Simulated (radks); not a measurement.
Task: The dysprosium ion Dy+ is in [Xe] 4f10 6s1. All-electron calculation, scalar-relativistic Kohn-Sham, r2SCAN, spin-polarised, spherical densities, finite nucleus; meta-GGA in the generalised Kohn-Sham scheme; Fermi nuclear charge, rms radius of each element as measured or else 0.836 A^(1/3) + 0.57 fm. Program: a radial shooting solver on a logarithmic mesh with Libxc functionals. Open shells are filled with parallel spins first. One electron is removed from 4f, 5p, 6s, 5s in turn, with full relaxation. Which removal costs least, and what does each cost?

Result: 6s 11.670 eV; 4f 14.468 eV; 5p 37.402 eV; 5s 61.591 eV. The 6s electron leaves first.
